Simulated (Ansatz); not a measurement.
Frontier orbitals of `[NH2][Al]([F])[Cl]`.

Z-matrix (Å, degrees):
```
N
Al 1 1.746
H 1 1.006 2 124.6
H 1 1.006 2 124.3 3 -180.0
F 2 1.641 1 119.8 3 -0.0
Cl 2 2.079 1 121.2 3 180.0
```

Charge 0, multiplicity 1. Geometry: relaxed with PBE0-D4/def2-TZVP. It is one conformer, not always the lowest. Basis def2-TZVPP, Ansatz.

| functional | HOMO (eV) | LUMO (eV) | gap (eV) |
| --- | --- | --- | --- |
| PBE | -6.59 | -1.47 | 5.12 |
| revPBE | -6.51 | -1.34 | 5.17 |
| PBE0 | -8.03 | -0.62 | 7.41 |
| r2SCANh | -7.44 | -0.71 | 6.73 |
| CAM-B3LYP | -9.50 | 0.23 | 9.73 |
| ωB97M-V | -10.43 | 0.98 | 11.41 |

(1) What is the vertical ionisation energy at frozen-core CCSD(T)/CBS(def2)? (An estimate is asked.)

## Answers

(1) Ansatz gave: 10.76 eV (T1 of the cation 0.015).

Against PBE, PBE0 changes HOMO and LUMO by −1.45 and +0.85 eV, ωB97M-V by −3.84 and +2.45 eV. A gap of 5.11 eV thus becomes 11.41 eV for the same molecule, so an orbital gap means little without its functional. A positive LUMO is unbound and depends on the basis. −ε(HOMO) differs from that ionisation energy by −4.17 eV with PBE and −0.33 eV with ωB97M-V.
